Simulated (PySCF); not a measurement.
## TDDFT excited states: C3H6Cl2Si2

C3H6Cl2Si2.
SMILES: `C([SiH2]C#C[SiH3])(Cl)Cl`

Method: TDDFT B3LYP/def2-SVPD, vertical, gas phase, core orbitals frozen in the response (PySCF). One conformer (not necessarily the lowest) at the GFN2-xTB geometry, without solvent, vibrations or thermal averaging. Torsions of this conformer, `[SiH3:1][C:2]#[C:3][SiH2:4][CH:5]([Cl:6])[Cl:7]`: C3–Si4–C5–Cl6 176°.

Task: What does the calculation give for the low-lying excited states?

Result: 

| state | E (eV) | λ (nm) | f | \|μ\| (D) | main configurations (H = HOMO, L = LUMO) |
| --- | --- | --- | --- | --- | --- |
| S1 | 5.50 | 225.5 | 0.0006 | 0.18 | H-1→L (83%) |
| S2 | 5.63 | 220.0 | 0.039 | 1.35 | H→L (63%), H-1→L+1 (26%) |
| S3 | 5.74 | 215.9 | 0.0009 | 0.20 | H→L+1 (59%), H-2→L+1 (22%), H-1→L (10%) |
| S4 | 5.98 | 207.2 | 0.032 | 1.20 | H-2→L (45%), H→L (23%), H-1→L+1 (15%) |
| S5 | 6.40 | 193.8 | 0.0024 | 0.32 | H-3→L (68%), H-2→L (20%) |
| S6 | 6.44 | 192.5 | 0.0053 | 0.46 | H-2→L+1 (52%), H→L+1 (29%) |
| S7 | 6.60 | 187.9 | 0.0040 | 0.40 | H→L+2 (71%) |
| S8 | 6.81 | 182.1 | 0.0028 | 0.33 | H→L+3 (50%), H→L+4 (20%), H-4→L (15%) |

Triplets (Tamm–Dancoff): T1 4.63 eV, H→L (32%), H-1→L+1 (29%), H-2→L (20%); T2 5.01 eV, H-1→L (57%), H→L+1 (16%), H-2→L+1 (12%); T3 5.02 eV, H-1→L+1 (62%), H→L (21%).

The lowest singlet lies at 5.50 eV (226 nm, ultraviolet) and is very weak; its leading configuration is HOMO-1→LUMO (83%). The most intense listed level is S2 at 5.63 eV (220 nm, f = 0.039), 0.14 eV above S1. Löwdin shares by element: HOMO chlorine 42%, carbon 29% or more (atoms not listed hold the other 29%); LUMO carbon 42% or more, silicon 15% or more, chlorine 10% or more (atoms not listed hold the other 33%). The oscillator strengths of these states sum to 0.087; summed over the whole spectrum of an exact calculation they would give the number of electrons, 86 (Thomas–Reiche–Kuhn). Of the 8 states listed, 2 reach f = 0.01 and none stays under 0.0005. The listed states span 1.31 eV, and the widest gap between neighbours is 0.41 eV (S4 to S5). Singlets were solved by full linear response, triplets in the Tamm–Dancoff approximation.

On Arm Neoverse N1, one thread, on a shared host, this took 82 s (with the writing of density and orbital grids) and 0.84 GiB of memory at its peak.
